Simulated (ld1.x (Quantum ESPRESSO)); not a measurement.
## An all-electron radial function and its pseudo partner (europium (Eu))

Columns: radius, all-electron u(r) and pseudo u(r) of the 4f shell (level -16.15 eV) of europium in the configuration [Kr] 4d10 4f7 5s2 5p6 5d0 6s0 6p0; PBE, scalar-relativistic, TM scheme, ld1.x (Quantum ESPRESSO) 7.5.

| r (bohr) | all-electron | pseudo |
| --- | --- | --- |
| 0.118 | 0.1045 | 0.0083 |
| 0.235 | 0.4618 | 0.1088 |
| 0.353 | 0.7957 | 0.4013 |
| 0.470 | 0.9783 | 0.8015 |
| 0.588 | 1.0302 | 1.1008 |
| 0.705 | 1.0020 | 1.1748 |
| 0.822 | 0.9356 | 1.0808 |
| 0.940 | 0.8542 | 0.9304 |
| 1.058 | 0.7712 | 0.7964 |
| 1.175 | 0.6929 | 0.6971 |
| 1.292 | 0.6209 | 0.6210 |
| 1.410 | 0.5551 | 0.5551 |
| 1.528 | 0.4961 | 0.4961 |
| 1.645 | 0.4439 | 0.4439 |
| 1.763 | 0.3969 | 0.3969 |
| 1.880 | 0.3555 | 0.3555 |
| 1.998 | 0.3184 | 0.3184 |
| 2.115 | 0.2857 | 0.2857 |
| 2.232 | 0.2565 | 0.2565 |
| 2.350 | 0.2304 | 0.2304 |
| 2.468 | 0.2071 | 0.2071 |
| 2.585 | 0.1865 | 0.1865 |
| 2.702 | 0.1681 | 0.1681 |
| 2.820 | 0.1515 | 0.1515 |
| 2.938 | 0.1366 | 0.1366 |
| 3.055 | 0.1234 | 0.1234 |

Question: How many radial nodes do the two functions have?

Answer: The all-electron 4f function has n − l − 1 = 0; the pseudo-wave has 0.

Question: At about which radius was the pseudo-wave matched?

Answer: 1.40 bohr, where the columns begin to agree (steps of 0.12 bohr).

Question: Is the pseudo-wave norm-conserving?

Answer: Yes: the TM scheme keeps the norm inside the radius equal to the all-electron one, which fixes the energy derivative of the logarithmic derivative at the level.
